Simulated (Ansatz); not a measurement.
```yaml
crystal:
  periodic: [false, false, false]
  atoms:
    - {symbol: C, position_ang: [1.142173, -1.502860, 1.648326]}
    - {symbol: C, position_ang: [1.145779, -0.558949, 0.722081]}
    - {symbol: B, position_ang: [0.060810, -0.016795, -0.043410]}
    - {symbol: C, position_ang: [0.189069, 1.069652, -1.020064]}
    - {symbol: C, position_ang: [1.358259, 1.821177, -1.047846]}
    - {symbol: C, position_ang: [-1.381570, -0.692960, 0.028898]}
    - {symbol: C, position_ang: [-2.407231, -0.327734, -0.402676]}
    - {symbol: H, position_ang: [0.369385, -1.838977, 2.032154]}
    - {symbol: H, position_ang: [2.126878, -1.769726, 2.259184]}
    - {symbol: H, position_ang: [2.103042, -0.185547, 0.438724]}
    - {symbol: H, position_ang: [-0.672874, 1.346546, -1.672087]}
    - {symbol: H, position_ang: [1.463212, 2.563346, -2.119343]}
    - {symbol: H, position_ang: [2.229047, 1.465764, -0.721660]}
    - {symbol: H, position_ang: [-1.475198, -1.470856, 0.962414]}
    - {symbol: H, position_ang: [-2.542800, 0.576319, -0.905025]}
    - {symbol: H, position_ang: [-3.465628, -0.731759, -0.220404]}
basis:
  gaussian: {orbitals: LANL2DZ, point_charges: [{charge: 1.00, position_ang: [4.942, 0.342, 0.549]}]}
total_charge: 1
magnetization: {spin_polarized: true, initial_magnetization: 1}
hamiltonian: {xc: {name: revPBE0}, dispersion: d3bjatm, pseudopotentials: {relativity: none}}
accuracy: high
scf: {lower_state_search: off}
output: {forces: true}
```

```sh
$ ansatz run in.yaml --threads 2 --pin off --events-out ev --progress --plain --max-ram 32768MiB --backend cpu
```

Task: How does Ansatz answer? (Estimate.)

Result: Ansatz gave: The input was rejected before any iteration.
```
Error: <dir> can't be read: No such file or directory (os error 2)
```
